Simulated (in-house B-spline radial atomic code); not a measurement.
Values are calculated unless marked as measured or tabulated.
# How size changes two electrons in a hard-walled Si dot with a donor at its centre

For Si the NSM archive of the Ioffe Institute lists m_l = 0.98 m0, m_t = 0.19 m0 and ε = 11.7; the model takes one isotropic valley with the conductivity mass 3/(1/m_l + 2/m_t) = 0.26 m0, and so misses anisotropy and the other valleys. All triplets below are those of one valley; with several valleys two electrons can form a triplet in the 1s orbital itself, at an energy set by the valley splitting. Real donors also feel a central-cell potential, which shifts the ground state.

Effective-mass model with parabolic bands, a uniform dielectric constant, no image charges, no central-cell or spin-orbit terms. Two-electron levels come from full CI in B-splines with partial waves to l = 5 (up to 0.001 effective hartree above the limit).

Ha* = 51.68 meV, a* = 2.381 nm.

```tsv
R (nm)	s-p spacing (meV)	J_ss (meV)	charging energy, CI (meV)	gap to the lowest triplet, CI (meV)	leading natural occupation
3.38	159	72	68.4	139	1.990
4.14	111	60.5	56.9	94.4	1.986
5.12	78	51.1	47.3	63.7	1.981
6.43	54.6	43.4	39.4	42.2	1.975
8	40.1	38.2	33.7	29	1.968
8.86	35.3	36.4	31.6	24.5	1.965
12.9	24.5	32.9	26.7	13.9	1.950
14.5	22.8	32.6	25.9	11.7	1.943
17.1	21.1	32.4	25.2	9.31	1.933
20.7	20.1	32.3	24.7	6.98	1.919
23.7	19.7	32.3	24.6	5.42	1.910
26.4	19.5	32.3	24.5	4.52	1.904
```

Problem. With what end-to-end powers of R do the columns change between the first and last rows?

Solution. Spacing -1.02, J_ss -0.39, charging energy -0.50, triplet gap -1.67. In large dots the donor takes over: the spacing tends to 3/8 Ha* = 19.4 meV and the triplet gap to the binding of the second electron, 0.0278 Ha* = 1.43 meV, which it nears slowly.

Problem. Where does repulsion overtake the orbital spacing, and what happens to the ratio of triplet gap to spacing?

Solution. J_ss passes the spacing between R = 8 and 8.86 nm. The ratio goes from 0.87 to 0.23, while the leading occupation goes from 1.990 to 1.904. The lowest triplet changes from sp to ss between 17.1 and 20.7 nm.
